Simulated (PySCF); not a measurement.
NICS in isomers of C8H11BO.

Probes without a nucleus sit at each ring's centroid and 1 Å off its mean plane on both sides; NICS is minus the shielding there, NICSzz its component along the normal. Level: GIAO PBE0/pcSseg-1 (PySCF, non-relativistic, gas phase) on the PBE0-D3(BJ)/def2-SVP geometries, one conformer each. Atom numbers follow the mapped SMILES.

**Question.** Order these rings by mean NICS(1)zz, lowest (most negative) first (ppm).
A. ring C5–C6–C7–C8–C9–C10 in `[CH3:1][CH2:2][O:3][BH:4][c:5]1[cH:6][cH:7][cH:8][cH:9][cH:10]1`
B. ring C4–C5–B6–C7–C8–C9–C10 in `[CH3:1][CH2:2][O:3][C:4]1=[CH:5][BH:6][CH:7]=[CH:8][CH:9]=[CH:10]1`
C. ring C6–C7–C8–C9–O10 in `[CH2:1]=[CH:2][CH2:3][B:4]([CH3:5])[c:6]1[cH:7][cH:8][cH:9][o:10]1`
D. ring C3–C4–C5–C6–C7–C8–B9 in `[CH3:1][O:2][C:3]1=[CH:4][CH:5]=[CH:6][CH:7]=[CH:8][B:9]1[CH3:10]`

**Answer.** A (-28.2), C (-26.6), B (-18.3), D (-17.3).

```tsv
SMILES	ring	NICS(0)	NICS(1)	NICS(1)zz	HOMA	rms pucker (Å)	ring atoms with four or more neighbours
CCOBc1ccccc1	6-membered carbocycle; formal bonds all aromatic	-7.8	-11.2	-28.2	0.97	0.00	0
C=CCB(C)c1ccco1	5-membered ring with O; formal bonds all aromatic	-10.8	-10.5	-26.6	0.42	0.00	0
CCOC1=CBC=CC=C1	7-membered ring with B; formal bonds 3 double, 4 single	-4.3	-7.3	-18.3	–	0.00	0
COC1=CC=CC=CB1C	7-membered ring with B; formal bonds 3 double, 4 single	-4.0	-7.0	-17.3	–	0.00	0
```

NICS(0) gives another order. The isotropic NICS(1) gives the same order. HOMA uses Krygowski's 1993 parameters; it is left out where a ring has a four-coordinate atom, a triple bond, no multiple bond or a kind of bond without parameters. NICS(1) and NICS(1)zz are means over the two faces.
